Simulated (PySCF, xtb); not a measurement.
Al(OH)2(PH2) (AlH₄O₂P), SMILES [OH][Al]([OH])[PH2].

GFN2-xTB (xtb 6.7.1) at its own geometry gives an orbital gap of 3.76 eV and a dipole moment of 1.58 D.

Geometry: TPSSh-D3(BJ)/def2-SVP. The values are those of a single conformer.

### Question
What does r2SCAN/def2-TZVP (PySCF) give? (An estimate is asked for; the answer gives what the named calculation found.)

### Answer
gap 5.72 eV (levels -6.51 and -0.80 eV), dipole 2.76 D.
